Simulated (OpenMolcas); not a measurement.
Ir5+ (d4) in a complex was computed by SS-CASPT2, IPEA 0.25 Eh, real shift 0.3 Eh with the d shell active (OpenMolcas, ANO-RCC-VTZP on the metal). Its lowest spin-free states, and all those of the highest spin:

```tsv
2S+1	Degeneracy	E (cm-1)
3	3	0
1	3	5560
1	2	5810
1	1	13970
5	2	26210
3	2	34170
3	3	35110
3	3	36020
3	1	36450
3	1	37770
3	2	38320
1	1	38720
5	3	67110
```

Is the site octahedral, tetrahedral or cube-like, axial, or of lower symmetry?

The states with 2S+1 = 5 have orbital degeneracies 2, 3. Threefold states need a cubic site. For d4 at this spin an octahedron puts the twofold E below the threefold T2 and a tetrahedron or cube puts the threefold T2 below the twofold E, so the site is octahedral. The first gap at this spin, 40900 cm-1, is |10Dq| in ligand-field theory. The run had Ir5+ with 6 ligands (fluoride) in octahedral coordination (Oh) at 1.88 Å. A charge of +0.167 e stands 2.8 Å behind each ligand. Ligand basis ANO-RCC-VDZP.

Roots that are degenerate in the reference are averaged as groups; the widest CASPT2 spread within a group is 1700 cm-1 (the 3-fold group of multiplicity 3 near 87200 cm-1 above the lowest state of its run). Shifts and gaps below about the spread of the groups concerned are not significant. Over all roots computed the reference weight is 0.69 to 0.72; a low but even weight reflects the number of correlated electrons. The least metal-like active orbital is 67 % on the metal (Löwdin) and no ligand orbital is active, so the numbers are rough, and ground spin, moment and any spin crossover can be artefacts of this space; highly charged d ions in such sites are as a rule low spin. Ligand-to-metal charge-transfer states are missing. With no ligand orbital active B as a rule stays too high, so bands that hang on it stand too high and its fall with covalency is understated. With one d shell and no ligand orbital active, 10Dq can be off by a tenth or more. No measured value stands beside these numbers; the geometry is a model, was not optimised and need not be the one that this ion takes.
